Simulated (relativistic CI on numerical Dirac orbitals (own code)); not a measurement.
**Fe2+ in a cubic cluster: L2,3 absorption with charge transfer**

Computed with a charge-transfer multiplet model of a cubic metal-ligand cluster with up to 2 ligand holes, Slater and spin-orbit integrals from Dirac-Coulomb-Breit ions, Slater integrals scaled by 0.9. The ground state mixes d6 with configurations of k ligand holes L, whose averages lie at kΔ + k(k − 1)U_dd/2; a core hole lowers each added d electron by U_cd. 20 K, Lorentzian 0.4 eV and Gaussian 0.3 eV FWHM.

Atomic integrals in eV (Slater integrals scaled, ζ unscaled), ground: F2dd 9.813, F4dd 6.093, zeta_d 0.049; with the core hole: F2dd 10.545, F4dd 6.555, zeta_d 0.067, zeta_core 8.135, F2cd 6.142, G1cd 4.566, G3cd 2.594.

Cluster parameters (eV): Δ = 4.7, U_cd = 6.8, 10Dq = 1, 10Dq(ligand) = 1.4, V(eg) = 1.55, V(t2g) = -0.66, final-state hopping factor = 1.

```csv
Case,n_d,d6,d7L,d8L2,S
U_dd = 4 eV,6.12,0.89,0.11,0.00,2.00
U_dd = 4.7 eV,6.11,0.89,0.11,0.00,2.00
U_dd = 5.4 eV,6.11,0.89,0.11,0.00,2.00
U_dd = 6.8 eV,6.11,0.89,0.11,0.00,2.00
U_dd = 7.5 eV,6.11,0.89,0.11,0.00,2.00
```

Weights, n_d and S are thermal averages at 20 K. Photon energies count from the first peak over 30 % of the highest in each spectrum, which can be another peak from case to case. The parameters are a model scan and need not match a compound or its usual spin state. Peaks in eV (height, largest 100):
- U_dd = 4 eV: -2.1 (23), -1.4 (21), 0.0 (100), 2.3 (20), 5.8 (5), 11.5 (6), 12.8 (33), 14.0 (10), 15.5 (5)
- U_dd = 4.7 eV: -2.2 (22), -1.4 (21), 0.0 (100), 2.7 (17), 11.4 (5), 12.8 (34), 14.1 (9), 15.7 (5)
- U_dd = 5.4 eV: -2.2 (21), -1.3 (22), 0.0 (100), 2.8 (15), 11.3 (5), 12.8 (35), 14.1 (8), 15.9 (6)
- U_dd = 6.8 eV: -2.2 (21), -1.3 (22), 0.0 (100), 2.8 (16), 3.9 (8), 11.3 (5), 12.7 (37), 16.0 (6)
- U_dd = 7.5 eV: -2.2 (20), -1.2 (21), 0.0 (100), 2.9 (17), 11.4 (5), 12.8 (37), 16.1 (6)

For the case U_dd = 5.4 eV, Δ = 4.7 eV is smaller than U_dd = 5.4 eV, the charge-transfer side of the Zaanen-Sawatzky-Allen scheme. With the core hole the configuration with one ligand hole lies at Δ + U_dd − U_cd = 1.9, 2.6, 3.3, 4.7, 5.4 eV from the one without, in the order of the table; where this is negative the screened configuration lies lower, though the effective hopping of about 2.3 eV (from the holes of the mixed ground state) mixes the two strongly wherever it is as large as the gap.
